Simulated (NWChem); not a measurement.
# Relativistic effects in HClSTe

```xyz
4

Te    -0.0741     0.1179     0.5781
Cl     1.7028     0.7773    -0.8702
S     -1.5107    -1.0664    -0.9043
H     -0.9258    -2.2832    -0.7958
```
Charge 0, spin multiplicity 1.

Program: NWChem. All single points use one geometry, from PBE0/def2-SVP with def2 effective core potentials on Te, a minimum by its harmonic frequencies. It is one conformer; others weren't searched.

Functional PBE0, all-electron basis x2c-SVPall-2c, contracted for the X2C Hamiltonian and used here with ZORA. The ion keeps the geometry and has multiplicity 2 in the scalar run; the spin-orbit run starts from the same electron counts.

Costs are rough ratios of processor time within this set of runs, SCF included, with scalar ZORA as 1.

The structure started from a generated list of species. No SCF solution was tested for a lower state.

| Hamiltonian | ΔSCF ionisation energy (eV) | HOMO (eV) | LUMO (eV) | gap (eV) | relative cost |
|---|---|---|---|---|---|
| scalar ZORA | 8.81 | -6.62 | -2.46 | 4.15 | 1 |
| spin-orbit ZORA | (withheld) | (withheld) | (withheld) | (withheld) | under 3 |

Question: Fill in the missing entries.

Answer: 
- spin-orbit ZORA, ΔSCF ionisation energy (eV): 8.83
- spin-orbit ZORA, HOMO (eV): -6.64
- spin-orbit ZORA, LUMO (eV): -2.47
- spin-orbit ZORA, gap (eV): 4.17
